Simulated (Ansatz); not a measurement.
C2H2 (SMILES C#C), charge 0, multiplicity 1, relaxed at each level with Ansatz (a first-principles code); harmonic frequencies from differences of analytic forces, average atomic masses, frozen cores.

```tsv
level	harmonic frequencies (cm⁻¹)	ZPE (eV)	cost over HF/def2-TZVPP (rough)
HF/def2-TZVPP	812 812 868 868 2213 3557 3667	0.793	×1
r2SCAN/def2-TZVPP	634 634 770 770 2062 3420 3521	0.732	×2
B3LYP/def2-TZVPP	659 659 770 770 2071 3419 3518	0.736	×2
MP2/cc-pVTZ	589 589 753 753 1974 3446 3541	0.722	×2
CCSD(T)/cc-pVDZ	527 527 734 734 1985 3409 3500	0.708	×0.9
CCSD(T)/cc-pVTZ	577 577 746 746 2000 3410 3510	0.717	×20
```

Measured: harmonic frequencies 3495, 2008, 3415, 624, 747 cm⁻¹ [Alecu, Zheng, Zhao (2010)]; fundamentals as far as tabulated 3374, 1974, 3289, 612, 730 cm⁻¹ [NIST CCCBDB]. Measured modes stand in the spectroscopists' order.
